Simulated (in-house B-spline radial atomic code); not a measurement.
Binding energies in neutral tungsten

NIST's tabulated ground configuration is [Xe] 4f14 5d4 6s2; each binding energy is the energy of the ion with one electron taken from that subshell, relaxed, less that of the parent. Method: Dirac-Kohn-Sham B3LYP, spherical fractional occupations, Fermi nucleus of rms radius 5.3658 fm. Calculated with a B-spline radial code for spherical atoms. Energies include first-order Breit, QED and recoil terms.

Caution: exact exchange at fractional occupations of open shells leaves self-interaction of up to several eV.

```tsv
subshell	X-ray name	binding energy (eV)	-ε (eV)	relaxation (eV)
1s	K	69678	69492.3	-495.9
2s	L1	12058.1	12016.2	-84.2
2p1/2	L2	11558.1	11488.5	-110.3
2p3/2	L3	10210.8	10135.1	-101.8
3s	M1	2792.6	2779.9	-21.3
3p1/2	M2	2559.9	2544.5	-23.2
3p3/2	M3	2269.6	2251.0	-23.4
3d3/2	M4	1880.6	1854.7	-28.9
3d5/2	M5	1818.1	1791.0	-29.0
4s	N1	587.4	580.2	-9.1
4p1/2	N2	489.7	482.3	-9.0
4p3/2	N3	423	414.1	-9.8
4d3/2	N4	262.2	253.0	-9.6
4d5/2	N5	250.1	240.3	-9.8
5s	O1	87.68	82.56	-5.40
5p1/2	O2	57.81	52.92	-5.08
5p3/2	O3	48.13	42.93	-5.27
4f5/2	N6	47.49	38.36	-8.97
4f7/2	N7	45.4	36.08	-9.08
6s	P1	9.21	6.35	-2.88
5d	O4,5	8.65	4.40	-4.22
```

Relaxation = -ε minus the binding energy without Breit, QED and recoil terms. With a density functional, K lines can miss by some tenths of a per cent, more in light atoms. For a density functional the relaxation so defined is negative, because -ε of a Kohn-Sham level is smaller than the binding energy.

Emission lines follow as differences of binding energies, with λ = 12398.42 eV·Å / E:

| line | holes | energy (eV) | wavelength (Å) |
| --- | --- | --- | --- |
| K-L3 | 1s → 2p3/2 | 59467.2 | 0.20849 |
| K-L2 | 1s → 2p1/2 | 58119.9 | 0.21332 |
| K-M3 | 1s → 3p3/2 | 67408.4 | 0.18393 |
| L3-M5 | 2p3/2 → 3d5/2 | 8392.7 | 1.4773 |
| L2-M4 | 2p1/2 → 3d3/2 | 9677.5 | 1.2812 |
| L1-M3 | 2s → 3p3/2 | 9788.5 | 1.2666 |
| L3-M1 | 2p3/2 → 3s | 7418.2 | 1.6714 |
| L2-N4 | 2p1/2 → 4d3/2 | 11295.9 | 1.0976 |
| M5-N7 | 3d5/2 → 4f7/2 | 1772.7 | 6.9941 |
| M4-N6 | 3d3/2 → 4f5/2 | 1833.1 | 6.7636 |

Problem. What screening constant σ does Moseley's law, E = (3/4)·13.6057 eV·(Z - σ)², need for K-L3?

Solution. σ = -2.34.

Moseley's non-relativistic formula needs a falling, then negative, screening constant for heavy elements, because relativity binds the 1s electron more strongly than the formula allows.

Problem. What does it cost to remove both a 1s and a 4p1/2 electron?

Solution. 70207 eV, which is 38.8 eV more than the two single binding energies together.

Problem. What does it cost to remove both a 1s and a 3d5/2 electron?

Solution. 71586 eV, which is 90.01 eV more than the two single binding energies together.

Problem. What does it cost to remove both a 4s and a 4f7/2 electron?

Solution. 655.91 eV, which is 23.05 eV more than the two single binding energies together.
